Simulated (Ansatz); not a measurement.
# Strength of the C–In bond: C3H6ClIn → C3H5 + InHCl

Species: C3H6ClIn `C=C[CH2][InH][Cl]`, singlet; C3H5 `[CH2]C=C`, doublet; InHCl `[Cl][InH]`, doublet. 

Shapes, held fixed at every level: PBE0-D4/def2-TZVP. Flexible molecules stand in one conformer, not always the lowest. Programs: Ansatz 0.2.0. The zero-point and thermal change to 298 K, harmonic and unscaled (PBE0-D4/def2-TZVP), is -12.7 kJ/mol.

Problem. Estimate ΔH(298 K) of this reaction.

Solution. B2PLYP/def2-TZVPP gives ΔH(298 K) = +181.8 kJ/mol; the levels span +68.7 to +229.8. The median of the levels is +182.6. Hartree–Fock misses the correlation of the pair that is broken and comes out low. No measured value is set beside it here. Spin contamination: C3H5 (⟨S²⟩ up to 0.95). Open shells run unrestricted unless RO is named. For atoms past krypton def2 sets carry core potentials with scalar relativity. Correlated rows may include outer-core shells of In, which these sets cover unevenly. Times are processor times on shared x86 and Arm servers, and rough.

```
              level                    kind  ΔH(298 K) (kJ/mol)  CPU time (sum over the molecules)
        HF/def2-SVP            Hartree–Fock               +68.7                                  –
      HF/def2-TZVPP            Hartree–Fock               +69.8                                  –
   SPW92/def2-TZVPP                     LDA              +229.8                               10 s
  PBE-D4/def2-TZVPP                     GGA              +183.4                               21 s
B3LYP-D4/def2-TZVPP           global hybrid              +170.2                               40 s
 PBE0-D4/def2-TZVPP           global hybrid              +184.8                               26 s
 wB97M-V/def2-TZVPP  range-separated hybrid              +198.7                               96 s
  B2PLYP/def2-TZVPP           double hybrid              +181.8                               47 s
```
